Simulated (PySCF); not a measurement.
**J couplings in C11H12Se**

Bonds (- single, = double, # triple, : aromatic): C1-C2, C2:C3, C3:C4, C4:Se5, Se5:C6, C6:C7, C7:C8, C8:C9, C9-C10, C9:C11, C11-C12, C11:C2, C8:C4. C1 carries H13, H14, H15; C3 carries H16; C6 carries H17; C7 carries H18; C10 carries H19, H20, H21; C12 carries H22, H23, H24.

Couplings: B3LYP/pcJ-1 (pcSseg-1 on Se) (without the spin–dipole term) in PySCF 2.14.0 with density-fitted response routines, geometry PBE0-D3(BJ)/def2-SVP; gas phase, one conformer, non-relativistic. Couplings are averaged over pairs made equivalent by symmetry, fast rotation or ring inversion, so a value needn't be that of the named pair in this geometry, while other rotamers aren't included; one pair stands for each set, and the list holds a selection of those of at least 1.5 Hz over up to four bonds, among pairs with at least one H atom (others weren't computed).

Isotopes: 13C, 1H.

```json
{"pair": "C1, H13", "bonds": "1", "J (Hz)": "132.8"}
{"pair": "C3, H16", "bonds": "1", "J (Hz)": "166.8"}
{"pair": "C6, H17", "bonds": "1", "J (Hz)": "195.8"}
{"pair": "C7, H18", "bonds": "1", "J (Hz)": "171.9"}
{"pair": "C10, H19", "bonds": "1", "J (Hz)": "132.9"}
{"pair": "C12, H22", "bonds": "1", "J (Hz)": "132.3"}
{"pair": "C2, H13", "bonds": "2", "J (Hz)": "-5.3"}
{"pair": "C6, H18", "bonds": "2", "J (Hz)": "7.0"}
{"pair": "C8, H18", "bonds": "2", "J (Hz)": "?"}
{"pair": "C9, H19", "bonds": "2", "J (Hz)": "-5.3"}
{"pair": "C11, H22", "bonds": "2", "J (Hz)": "?"}
{"pair": "H13, H14", "bonds": "2", "J (Hz)": "-15.7"}
{"pair": "H19, H20", "bonds": "2", "J (Hz)": "?"}
{"pair": "C1, H16", "bonds": "3", "J (Hz)": "6.1"}
{"pair": "C2, H22", "bonds": "3", "J (Hz)": "?"}
{"pair": "C4, H18", "bonds": "3", "J (Hz)": "?"}
{"pair": "C8, H16", "bonds": "3", "J (Hz)": "6.6"}
{"pair": "C8, H17", "bonds": "3", "J (Hz)": "?"}
{"pair": "C8, H19", "bonds": "3", "J (Hz)": "4.5"}
{"pair": "C9, H18", "bonds": "3", "J (Hz)": "?"}
{"pair": "C9, H22", "bonds": "3", "J (Hz)": "4.9"}
{"pair": "C11, H13", "bonds": "3", "J (Hz)": "?"}
{"pair": "C11, H16", "bonds": "3", "J (Hz)": "6.6"}
{"pair": "C11, H19", "bonds": "3", "J (Hz)": "4.9"}
{"pair": "H17, H18", "bonds": "3", "J (Hz)": "7.4"}
{"pair": "C9, H16", "bonds": "4", "J (Hz)": "-1.5"}
```

Q: Estimate the withheld couplings, with signs.

A: 
- 2J(C8,H18) = 5.7 Hz (angle at C7 123°)
- 2J(C11,H22) = -5.1 Hz (mean over equivalent pairs that range from -6.6 to -4.4 Hz in this conformer)
- 2J(H19,H20) = -16.1 Hz (mean over equivalent pairs that range from -18.5 to -14.2 Hz in this conformer)
- 3J(C2,H22) = 4.6 Hz (mean over equivalent pairs that range from 2.5 to 6.8 Hz in this conformer)
- 3J(C4,H18) = 8.8 Hz (dihedral angle 180°)
- 3J(C8,H17) = 10.2 Hz (dihedral angle 180°)
- 3J(C9,H18) = 1.6 Hz (dihedral angle 0°)
- 3J(C11,H13) = 4.3 Hz (mean over equivalent pairs that range from 2.6 to 7.5 Hz in this conformer)

Relativistic effects of the heavier atoms present are left out.
